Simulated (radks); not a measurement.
The numbers below are computed, except where a source is named.
Q: Species: Ru3+. Configuration: [Kr] 4d5. Code: a radial shooting solver on a logarithmic mesh with Libxc functionals. Model: non-relativistic Kohn-Sham, PBE, spin-polarised, spherical densities, point nucleus; open shells are filled with parallel spins first (spin-orbit coupling, left out, can overturn this in heavy ions); relativity is left out, which matters for an element this heavy. Some entries of the table are withheld. Estimate them.

| orbital | occ. | eigenvalue (hartree) | <r> (bohr) | <r^2> (bohr^2) |
|---|---|---|---|---|
| 1s down | 1 | -785.2189 | 0.03463 | 0.001605 |
| 1s up | 1 | -785.2185 | 0.03463 | 0.001605 |
| 2s up | 1 | -111.9643 | 0.1509 | 0.02676 |
| 2s down | 1 | -111.9328 | 0.1509 | 0.02675 |
| 2p up | 3 | -103.6815 | 0.1292 | 0.02032 |
| 2p down | 3 | -103.6586 | 0.1291 | 0.02031 |
| 3s up | 1 | -20.70750 | 0.4149 | 0.1968 |
| 3s down | 1 | -20.69276 | 0.4148 | 0.1967 |
| 3p up | 3 | -17.46143 | 0.4083 | 0.1937 |
| 3p down | 3 | -17.44406 | 0.4082 | 0.1935 |
| 3d up | 5 | -11.49447 | 0.3836 | 0.1760 |
| 3d down | 5 | -11.46682 | 0.3834 | 0.1757 |
| 4s up | 1 | -3.95729 | 1.040 | 1.223 |
| 4s down | 1 | -3.81078 | 1.035 | 1.212 |
| 4p up | 3 | -2.98244 | 1.121 | 1.433 |
| 4p down | 3 | -2.83029 | 1.117 | 1.426 |
| 4d up | 5 | -1.44620 | 1.418 | (1) |
| 4d down | 0 | -1.29368 | 1.438 | (2) |

A: 
(1) 4d up <r^2> (bohr^2): 2.359
(2) 4d down <r^2> (bohr^2): 2.441
